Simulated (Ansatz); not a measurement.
BH7SeSi2, relaxed with RKS PBE0-D4/def2-TZVP in Ansatz 0.2.0 from a PBE-D4/def2-SVP geometry. The force threshold is 0.005 eV/Å; the program also tests the step.

Total charge 0; spin multiplicity 1. The bonds changed during the relaxation, so this is another structure than the one it started from.

Start:

```xyz
11

B    -0.915   -1.817   -0.380
Si    0.933   -1.011   -0.415
Se    1.035    1.146   -1.261
Si   -0.165    2.030    0.489
H    -1.022   -3.006   -0.137
H    -1.925   -1.176   -0.591
H     1.856   -1.821   -1.294
H     1.506   -1.046    0.986
H     0.628    2.009    1.769
H    -1.431    1.243    0.708
H    -0.501    3.448    0.126
```

| step | energy (eV) | largest force (eV/Å) | largest move (Å) |
| --- | --- | --- | --- |
| 1 | -81880.7023 | 0.418 | 0.000 |
| 2 | -81880.7395 | 0.105 | 0.038 |
| 3 | -81880.7411 | 0.057 | 0.014 |
| 4 | -81880.7416 | 0.015 | 0.009 |
| 5 | -81880.7419 | 0.014 | 0.030 |
| 6 | -81880.7422 | 0.035 | 0.105 |
| 7 | -81880.7424 | 0.012 | 0.025 |
| 8 | -81880.7424 | 0.006 | 0.005 |
| 9 | -81880.7426 | 0.015 | 0.033 |
| 10 (rejected) | -81880.7420 | 0.152 | 0.130 |
| 11 (rejected) | -81880.7356 | 0.230 | 0.047 |
| 14 | -81880.7429 | 0.054 | 0.015 |
| 17 | -81880.7438 | 0.152 | 0.096 |
| 20 | -81880.7492 | 0.054 | 0.057 |
| 23 | -81880.7793 | 0.085 | 0.200 |
| 26 | -81880.8412 | 0.900 | 0.183 |
| 29 | -81881.0838 | 0.218 | 0.192 |
| 32 | -81881.1135 | 0.145 | 0.200 |
| 35 | -81881.1353 | 0.125 | 0.090 |
| 38 | -81881.1420 | 0.076 | 0.097 |
| 41 | -81881.1432 | 0.014 | 0.013 |
| 44 | -81881.1434 | 0.016 | 0.022 |
| 47 | -81881.1435 | 0.005 | 0.002 |
| 48 | -81881.1435 | 0.002 | 0.001 |

End:

```xyz
11

B    -0.837   -1.249   -0.724
Si    0.913   -1.457    0.121
Se    0.543    0.437   -1.261
Si   -0.183    1.808    0.429
H    -1.024   -1.845   -1.743
H    -1.750   -0.798   -0.097
H     2.042   -2.199   -0.494
H     1.301   -0.977    1.471
H     0.896    2.770    0.760
H    -0.523    0.979    1.608
H    -1.377    2.531   -0.069
```

Hardware: 4 threads of an AMD EPYC 9B14 on a shared host. Wall time 2.3 min, peak host memory 0.65 GiB.
